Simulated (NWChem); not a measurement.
A series in which one site is exchanged, each optimised at PBE0/def2-SVP with NWChem, gas phase unless a solvent is named. For some, no frequency run checked for a minimum. def2 effective core potentials on Te, I; no spin-orbit coupling.

A: [TeH]F (HTeF; site = F)
B: [TeH]Cl (HTeCl; site = Cl)
C: [TeH]I (HTeI; site = I)
D: [TeH]Br (HTeBr; site = Br)

Values for A:

```
Quantity                                               Value
-----------------------------------------------------  -----
orbital gap (eV), PBE0/def2-SVP                         4.17
vertical ionisation energy, ΔSCF, B3LYP/def2-SVP (eV)   9.13
static polarisability, B3LYP/def2-SVPD (bohr³)          41.6
lowest singlet excitation, B3LYP/def2-SVPD, TDA (eV)    2.44
```

### Question
How do these values change for the other members?

### Answer
```csv
change from A,B,C,D
"orbital gap (eV), PBE0/def2-SVP",-0.23,-0.71,-0.42
"vertical ionisation energy, ΔSCF, B3LYP/def2-SVP (eV)",-0.26,-0.65,-0.40
"static polarisability, B3LYP/def2-SVPD (bohr³)",+15.1,+37.9,+23.4
"lowest singlet excitation, B3LYP/def2-SVPD, TDA (eV)",-0.12,-0.41,-0.24
```
